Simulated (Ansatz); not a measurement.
`CCCCCCCCCCCC[Si](C)(C)Cl` with charge -1. Total charge -1; doublet. Geometry PBE-D4/def2-SVP, that of the neutral singlet; atoms count from 1.

Cartesian coordinates in Å:
```
C -0.3790 6.1431 -4.1385
C -1.0752 5.3109 -3.0598
C -0.1123 4.4577 -2.2268
C -0.8063 3.6168 -1.1499
C 0.1447 2.8233 -0.2410
C 1.0515 1.8079 -0.9566
C 0.3171 0.7521 -1.7998
C -0.7233 -0.0887 -1.0449
C -0.1627 -0.8936 0.1329
C -1.2048 -1.7955 0.8026
C -0.6959 -2.5724 2.0266
C 0.4067 -3.5991 1.7207
Si 0.9857 -4.6259 3.1967
C 2.3706 -5.8008 2.7014
C -0.4395 -5.5477 4.0129
Cl 1.7651 -3.2830 4.6279
H -1.1008 6.7494 -4.7230
H 0.1710 5.4964 -4.8545
H 0.3608 6.8419 -3.6935
H -1.8343 4.6466 -3.5311
H -1.6486 5.9817 -2.3809
H 0.4652 3.7964 -2.9112
H 0.6438 5.1201 -1.7452
H -1.5301 2.9256 -1.6381
H -1.4266 4.2878 -0.5149
H 0.7894 3.5384 0.3169
H -0.4554 2.3006 0.5361
H 1.7683 2.3469 -1.6136
H 1.6830 1.3018 -0.1943
H 1.0742 0.0703 -2.2478
H -0.1806 1.2470 -2.6627
H -1.2025 -0.7907 -1.7632
H -1.5483 0.5644 -0.6807
H 0.2594 -0.2052 0.8991
H 0.6954 -1.5056 -0.2259
H -1.6048 -2.5157 0.0518
H -2.0731 -1.1710 1.1106
H -1.5586 -3.0893 2.5015
H -0.3190 -1.8560 2.7902
H 1.3054 -3.1013 1.2950
H 0.0601 -4.3181 0.9413
H 2.7454 -6.3642 3.5796
H 2.0061 -6.5323 1.9496
H 3.2219 -5.2448 2.2596
H -0.0822 -6.1340 4.8834
H -1.2172 -4.8434 4.3703
H -0.9099 -6.2486 3.2912
```

Single mean-field runs in def2-TZVP are fitted with def2-universal-jkfit. The highest occupied level of the charge -1 doublet lies above zero (up to 2.67 eV). By energy differences it is unbound by 1.72 eV (vertical, against the charge 0 singlet, at PBE0-D4/def2-TZVP) and held by the finite basis.

(1) Estimate the Mulliken populations of the heavy atoms from the PBE0/def2-TZVP orbitals of Ansatz.

(2) Where does the spin sit?

(3) And the Mayer bond orders between heavy atoms (over 0.3)?

## Answers

(1) 
```csv
atom,charge (e),spin (α − β)
C1,-0.23,-0.13
C2,-0.05,-0.09
C3,-0.12,-0.12
C4,-0.15,-0.02
C5,-0.10,-0.06
C6,-0.21,-0.02
C7,-0.02,-0.14
C8,-0.16,-0.01
C9,-0.21,-0.08
C10,-0.06,-0.06
C11,-0.14,-0.04
C12,-0.09,-0.22
Si13,0.31,0.20
C14,-0.10,-0.37
C15,-0.12,-0.37
Cl16,-0.32,0.00
```
Mulliken values depend strongly on the basis.

(2) Summed by element: C -1.72, Si 0.20, Cl 0.00, H 2.53, of 1 unpaired in all. Largest on single atoms: C14 -0.37, C15 -0.37, C12 -0.22.

(3) C1–C2 1.04 (1.53 Å); C2–C3 1.05 (1.53 Å); C3–C4 1.03 (1.53 Å); C4–C5 1.02 (1.54 Å); C5–C6 1.00 (1.54 Å); C6–C7 1.00 (1.54 Å); C7–C8 1.02 (1.54 Å); C8–C9 1.02 (1.53 Å); C9–C10 1.03 (1.53 Å); C10–C11 1.01 (1.54 Å); C11–C12 1.02 (1.54 Å); C12–Si13 0.87 (1.89 Å); Si13–C14 0.74 (1.88 Å); Si13–C15 0.76 (1.88 Å); Si13–Cl16 1.05 (2.11 Å).
